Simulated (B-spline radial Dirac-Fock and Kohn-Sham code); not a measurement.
## Magnetic form factor of the 5d shell of Lu

System: neutral lutetium, configuration [Xe] 4f13 5d2 6s2 (not the ground configuration).

Method: relativistic Hartree-Fock (Dirac-Fock) wave functions, averaged over the configuration. Computed with a B-spline atomic structure program. ⟨j_K⟩ is the integral of the 5d radial density with the spherical Bessel function j_K(4πsr), s = sin θ/λ.

```csv
s (Å⁻¹),⟨j0⟩,⟨j2⟩,⟨j4⟩
0,1.0000,0.0000,0.0000
0.05,0.8814,0.0459,0.0012
0.1,0.6155,0.1347,0.0128
0.15,0.3518,0.1953,0.0388
0.2,0.1628,0.2076,0.0682
0.25,0.0514,0.1857,0.0900
0.3,-0.0038,0.1488,0.1007
0.35,-0.0247,0.1098,0.1013
0.4,-0.0271,0.0752,0.0948
0.45,-0.0210,0.0475,0.0839
0.5,-0.0122,0.0271,0.0712
0.6,0.0033,0.0038,0.0460
0.7,0.0113,-0.0038,0.0259
0.8,0.0130,-0.0038,0.0123
0.9,0.0112,-0.0011,0.0042
1,0.0080,0.0020,0.0002
1.1,0.0048,0.0043,-0.0011
1.2,0.0023,0.0055,-0.0010
1.4,-0.0004,0.0055,0.0009
1.6,-0.0008,0.0039,0.0026
```

Radial moments of the shell: ⟨r²⟩ = 6.966, ⟨r⁴⟩ = 102.3, ⟨r⁶⟩ = 2824 in powers of bohr.
